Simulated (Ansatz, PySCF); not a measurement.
Sn(F)(Cl)2(OH) (Cl2FHOSn), SMILES [OH][Sn]([F])([Cl])[Cl].

The structure is a stationary point at B3LYP-D3(BJ)/def2-SVP. The structure was generated by enumeration; whether it is a known compound was not checked. The def2 effective core potentials stand for the cores of Sn; spin–orbit coupling is left out. Other conformers were not sampled.

Vertical ionisation energy (IE) and electron affinity (EA) in eV. Rows of orbital energies are one-electron estimates. Where ΔSCF, EOM or ADC give a negative EA the extra electron is unbound and the value depends on the basis.

```csv
level,IE,EA
"−ε(HOMO), −ε(LUMO), M06-2X/def2-TZVP (PySCF)",11.21,2.19
"−ε(HOMO), −ε(LUMO), PBE/def2-TZVP (PySCF)",8.11,4.19
"ΔSCF, PBE0/def2-SVPD (Ansatz), final states of multiplicity 2 and 2",11.87,1.68
"ΔSCF, PBE/def2-SVPD (Ansatz), final states of multiplicity 2 and 2",11.19,1.75
```

Problem. What vertical singlet–triplet gap does ΔSCF give with PBE0/def2-SVPD (Ansatz, a quantum-chemistry and plane-wave program) and with PBE/def2-SVPD (Ansatz)? (An estimate is asked for; the answer gives what the named calculation found.)

Solution. 4.66 and 3.98 eV (triplet above singlet where positive).
